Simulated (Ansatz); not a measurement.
Calculated with Ansatz (gas phase, PBE0-D4/def2-TZVP geometries, no zero-point term in ΔE). CCSD(T)/CBS adds triple-zeta CCSD(T) − MP2 to the extrapolated MP2 energy (def2 sets, frozen cores). This one scheme is used for every species. Functionals use def2-TZVPP. B3LYP here is the variant with VWN-RPA as its local correlation; programs differ in this. For Ge outer-core shells are correlated without core-valence functions, which leaves a few kJ/mol of doubt a bond. Scalar relativity is left out up to krypton. One conformer a species, not always the lowest.

Consider the ligand exchange at a Ge–O bond: `[SiH3][O][GeH2][SiH3]` + H₂S → `[SiH3][GeH2][SH]` + `O[SiH3]`.

`[SiH3][O][GeH2][SiH3]`:

Z-matrix (Å, degrees):
```
Si
O 1 1.634
H 1 1.490 2 111.1
H 1 1.484 2 108.2 3 119.9
H 1 1.490 2 111.1 3 -120.1
Ge 2 1.786 1 133.3 3 60.1
Si 6 2.380 2 105.4 1 179.6
H 6 1.543 2 107.5 1 -58.9
H 6 1.543 2 107.5 1 58.1
H 7 1.485 6 109.6 2 -60.2
H 7 1.487 6 109.1 2 -179.9
H 7 1.485 6 109.6 2 60.3
```

H₂S:

Cartesian coordinates in Å:
```
S 0.352 0.322 -0.395
H 0.478 -0.874 0.199
H -0.830 0.552 0.196
```

`[SiH3][GeH2][SH]`:

Cartesian coordinates in Å:
```
Si 0.700 0.164 -1.424
Ge -0.007 0.157 0.848
S -1.904 -1.019 0.899
H 0.916 -1.231 -1.884
H 1.973 0.923 -1.536
H -0.336 0.811 -2.268
H -0.277 1.581 1.371
H 1.030 -0.509 1.772
H -2.096 -0.877 2.221
```

`O[SiH3]`:

```xyz
6

O    -0.622   -0.918   -0.643
Si    0.165    0.356    0.043
H    -0.754   -1.702   -0.109
H    -0.558    0.870    1.240
H     0.223    1.407   -0.998
H     1.545   -0.012    0.467
```

Q: Is it downhill or uphill in electronic energy at CCSD(T)/CBS, and by how much? (Best estimate.)

A: The calculation gave: Downhill: ΔE = -10.8 kJ/mol.

Q: What do these levels give: B2PLYP, PBE, PBE0, B3LYP, CCSD(T)/def2-TZVPP, HF/def2-QZVPP? (Best estimate.)

A: Ansatz gave: B2PLYP -8.7, PBE -21.2, PBE0 -20.4, B3LYP -10.5, CCSD(T)/def2-TZVPP -7.0, HF/def2-QZVPP 1.8 kJ/mol.

Largest T1 diagnostic among the species: 0.012.

In def2-TZVPP, CCSD(T) changes the Hartree–Fock value by −7.2 kJ/mol (the triples alone add −1.3 kJ/mol) and MP2 by −11.2 kJ/mol.
